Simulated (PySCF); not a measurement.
**Bond energies at MP2/def2-SVP beside a composite method**

PySCF, lowest determinants of a PBE0 search. The composite is CCSD(T) extrapolated to the basis-set limit from two correlation-consistent sets, with core-valence (CV) and scalar-relativistic (SR) terms as its label shows; it has no spin–orbit coupling and nothing beyond (T).

```
species  state (unpaired electrons)  De MP2 (eV)  De composite (eV)              composite  dissociates to
   SiC⁺         quartet (σ ↑, π ↑↑)         3.27               3.60  CCSD(T)/CBS(TQ)+CV+SR         Si⁺ + C
   RbNa      singlet (closed shell)         0.34               0.62        CCSD(T)/CBS(DT)         Rb + Na
    SbI              triplet (π ↑↑)         1.79               2.20        CCSD(T)/CBS(DT)          Sb + I
    PbH               doublet (π ↑)         2.05               2.53        CCSD(T)/CBS(DT)          H + Pb
    SrH               doublet (σ ↑)         1.29               1.74        CCSD(T)/CBS(DT)          Sr + H
    SbC               doublet (σ ↑)         3.23               3.57        CCSD(T)/CBS(DT)          Sb + C
    GeP               doublet (π ↑)         2.59               3.28        CCSD(T)/CBS(DT)          Ge + P
    Cs2      singlet (closed shell)         0.24               0.44        CCSD(T)/CBS(DT)         Cs + Cs
```

Problem. Does MP2 bind more or less than the composite, by how much on average, and where is the difference largest?

Solution. MP2/def2-SVP binds less on average, method and basis taken together: the mean signed difference is -0.40 eV and the mean absolute one 0.40 eV; it is largest for GeP (-0.69 eV).

The molecules are drawn from runs that passed checks on state, spin purity and fit, so the hardest cases are missing and the errors look smaller than over all diatomics.

Correlated steps freeze the inner cores (0 to 46 orbitals); shallow outer-core shells are correlated. UHF and ROHF references stand side by side, which adds small steps between rows. Weak bonds: Cs2, RbNa. Basis-set superposition, not corrected here, can be much of De in a small basis, most of all at correlated wavefunction levels. These are scalar-relativistic numbers at best; spin–orbit coupling would shift them, the dissociation energy most. For an ion De counts to the pair picked by the measured ionisation energies or electron affinities, which need not be the lowest pair at this level. Where the molecule has an RHF reference, its open-shell atoms are computed with UHF. The CCSD T1 diagnostic is raised in SiC⁺, a sign that a single reference may not be enough there. States were picked by a PBE0 search and need not be the measured ground states.
